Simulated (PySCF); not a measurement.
## Working out the ionisation energy of Hg⁺

Hg⁺ [Xe] 4f14 5d10 6s1 (2S) → Hg²⁺ [Xe] 4f14 5d10 (1S). All numbers are calculated (PySCF 2.14, scalar relativity through the core potential, in aug-cc-pwCVDZ-PP with ECP60MDF). Frozen: nothing. Energies in hartree (1 hartree = 27.21139 eV):

```json
{"part": "UHF", "Hg⁺ (lower)": "-152.227877", "Hg²⁺ (upper)": "-151.598736"}
{"part": "CCSD correlation", "Hg⁺ (lower)": "-0.513294", "Hg²⁺ (upper)": "-0.463404"}
{"part": "(T)", "Hg⁺ (lower)": "-0.011758", "Hg²⁺ (upper)": "-0.008977"}
```

**Question.** What does Hartree-Fock give?

**Answer.** (-151.598736) − (-152.227877) = 0.629141 hartree = 17.120 eV.

**Question.** What do CCSD and CCSD(T) give?

**Answer.** The CCSD correlation energies differ by 0.049890 hartree = 1.358 eV and the triples by 0.002781 hartree = 0.076 eV, so CCSD gives 18.478 eV and CCSD(T) 18.554 eV.

Measured between the centres of the two terms (NIST): 18.757 eV, so CCSD(T) (valence and next inner shell) is off by -0.203 eV.

A double-zeta basis recovers only part of the correlation energy.

What remains against the reference includes basis incompleteness and higher excitations.
